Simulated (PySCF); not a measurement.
A PySCF script (with the pyscf-properties extension) for the NMR shieldings of `C#C/C(C)=C/C#[C][AlH2]`, C7H7Al, on a GFN2-xTB geometry:

```python
import basis_set_exchange as bse
import numpy as np
from pyscf import gto, dft
from pyscf.prop import nmr

atoms = """
C    -2.631920   -2.817469    0.256384
C    -1.778847   -1.993278    0.063351
C    -0.763073   -1.041913   -0.172037
C     0.406255   -1.504851   -0.983381
C    -0.881780    0.204986    0.327384
C     0.075949    1.212434    0.150867
C     0.904955    2.102903    0.005295
Al    2.198201    3.518818   -0.241139
H    -3.383562   -3.528968    0.427693
H     0.075034   -1.801478   -1.979029
H     1.146259   -0.712712   -1.073120
H     0.865609   -2.375500   -0.515496
H    -1.757488    0.473993    0.906112
H     3.662986    3.421656    0.262017
H     1.857008    4.849367   -0.962467
"""
names = dict.fromkeys(["C", "Al", "H"], "pcSseg-1")
basis = {el: gto.basis.parse(bse.get_basis(n, elements=[el], fmt="nwchem")) for el, n in names.items()}
mol = gto.M(atom=atoms, basis=basis, charge=0, verbose=0)
mf = dft.RKS(mol, xc="PBE0")
mf.grids.level = 2
mf.grids.alignment = dft.numint.BLKSIZE   # the property module wants whole blocks of grid points
mf.conv_tol = 1e-9
mf.kernel()

calc = nmr.RKS(mf)   # GIAO
C = mf.mo_coeff
Co = C[:, mf.mo_occ > 0]
resp = mf.gen_response(singlet=True, hermi=2)
def vind(x):   # induced exchange potential for any number of trial vectors
    d = np.einsum("pi,xij,qj->xpq", C, 2 * x.reshape(-1, C.shape[1], Co.shape[1]), Co, optimize=True)
    return np.einsum("xpq,pi,qj->xij", resp(d - d.transpose(0, 2, 1)), C, Co, optimize=True).ravel()
mo1, _ = nmr.rhf.solve_mo1(calc, with_cphf=vind)
sigma = calc.kernel(mo1)
for i, s in enumerate(sigma):   # ppm
    print("%2d %-2s %9.2f" % (i, mol.atom_pure_symbol(i), np.trace(s) / 3))
```

Problem. Give the expected output.

Solution. 
```
 0 C      91.40
 1 C      97.54
 2 C      44.58
 3 C     162.91
 4 C      62.36
 5 C      67.92
 6 C      63.01
 7 Al    326.97
 8 H      28.53
 9 H      29.74
10 H      28.79
11 H      29.74
12 H      25.46
13 H      26.54
14 H      26.54
```

These numbers come from an equivalent density-fitted implementation of the same equations, which agrees with the script to about 0.01 ppm for H and up to a few tenths of a ppm for heavy atoms, so last digits may differ.

Size and cost of the density-fitted run: 178 basis functions, 45 s wall time on 1 thread of an Arm Neoverse N1, shared host; peak memory 0.86 GiB.
